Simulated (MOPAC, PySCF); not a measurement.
[Zr(F)3(Cl)], neutral singlet in the gas phase. 

Cartesian coordinates (Å):
```xyz
5

Zr    -0.0314     0.0035     0.0119
F      1.3555     1.2691     0.3182
F      0.4921    -1.6754     0.7384
F     -0.2810    -0.1912    -1.8641
Cl    -2.0319     0.7414     1.0294
```
Charge 0, spin multiplicity 1.

All levels are single points at this geometry (TPSS-D3(BJ)/def2-SVP); Pople sets use spherical d functions. Orbital energies aren't observables, and empty levels follow the basis.

```tsv
level	HOMO (eV)	LUMO (eV)	gap (eV)	dipole (D)	vertical IE, Delta-SCF (eV)
B3LYP-D3(BJ)/def2-TZVP in PySCF	-9.72	-2.21	7.51	0.04	–
PBE-D3(BJ)/def2-TZVP in PySCF	-8.53	-2.78	5.75	0.13	–
TPSSh-D3(BJ)/def2-TZVP in PySCF	-9.21	-2.36	6.85	0.17	–
B3LYP/6-31G* (LANL2DZ on Zr) in PySCF	-9.61	-2.45	7.16	0.69	13.30
SVWN5/6-31G* (LANL2DZ on Zr) in PySCF	-8.59	-3.14	5.45	0.70	–
PM6 in MOPAC	-11.51	-0.28	11.23	0.05	–
```
